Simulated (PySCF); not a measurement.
C₅H₅Cl, SMILES C#C/C(C)=C/Cl. Coordinates come from a PBE-D3(BJ)/def2-SVP optimisation. The structure was generated by enumeration; whether it is a known compound was not checked.

Method: PBE-D3(BJ)/def2-SVP (PySCF 2.14.0).

Harmonic wavenumbers (cm⁻¹): 110, 146, 155, 244, 353, 421, 518, 530, 605, 659, 779, 801, 855, 983, 1006, 1168, 1280, 1340, 1398, 1403, 1604, 2141, 2978, 3056, 3100, 3152, 3407. Rotational constants (GHz): 7.290, 1.462, 1.227; symmetry number 1.

Work out the zero-point energy and the ideal-gas rigid-rotor harmonic-oscillator thermochemistry at 298.15 K and 1 atm.

ZPE = ½ Σ hcν = ½ × 34190 cm⁻¹ = 204.50 kJ/mol. H − E(el) = 225.46 kJ/mol. Entropy in J/(mol K): translation 166.25, rotation 115.48, vibration 64.28, total 346.00. G − E(el) = 122.30 kJ/mol. Cp = 109.79 J/(mol K). Modes under 150 cm⁻¹ make the vibrational entropy uncertain.
